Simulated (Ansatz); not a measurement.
`FB(F)[Si](F)(F)F` and `O[SiH](O)[Si](F)(F)F` differ in one atom or group.

Ansatz, PBE0-D4/def2-TZVP geometries, multiplicity 1. Each molecule was computed in one conformer, which needn't be the lowest.

```
                                          property  `FB(F)[Si](F)(F)F`
             HOMO energy (ωB97M-V/def2-TZVPP) / eV              -12.45
    size of the dipole moment (PBE/def2-TZVPP) / D                0.78
               HOMO energy (B3LYP/def2-TZVPP) / eV              -10.01
           HOMO–LUMO gap (ωB97M-V/def2-TZVPP) / eV               12.63
                LUMO energy (PBE0/def2-TZVPP) / eV               -1.90
size of the dipole moment (ωB97M-V/def2-TZVPP) / D                0.73
```

What does the change do to each property? (An estimate is asked.)

The calculation gave: 
| property | `O[SiH](O)[Si](F)(F)F` | shift |
| --- | --- | --- |
| HOMO energy (ωB97M-V/def2-TZVPP) / eV | -10.77 | 1.68 |
| size of the dipole moment (PBE/def2-TZVPP) / D | 3.91 | 3.13 |
| HOMO energy (B3LYP/def2-TZVPP) / eV | -8.43 | 1.58 |
| HOMO–LUMO gap (ωB97M-V/def2-TZVPP) / eV | 11.95 | -0.68 |
| LUMO energy (PBE0/def2-TZVPP) / eV | -0.52 | 1.38 |
| size of the dipole moment (ωB97M-V/def2-TZVPP) / D | 4.08 | 3.35 |

With PBE0 the HOMO rises by 1.60 eV and the LUMO rises by 1.38 eV, so the gap narrows by about 0.22 eV. PBE moves the HOMO by 1.40 eV and ωB97M-V by 1.68 eV. Dipoles are sizes alone; their direction can turn.

B3LYP here is the variant with VWN-RPA as its local correlation; programs differ in this.
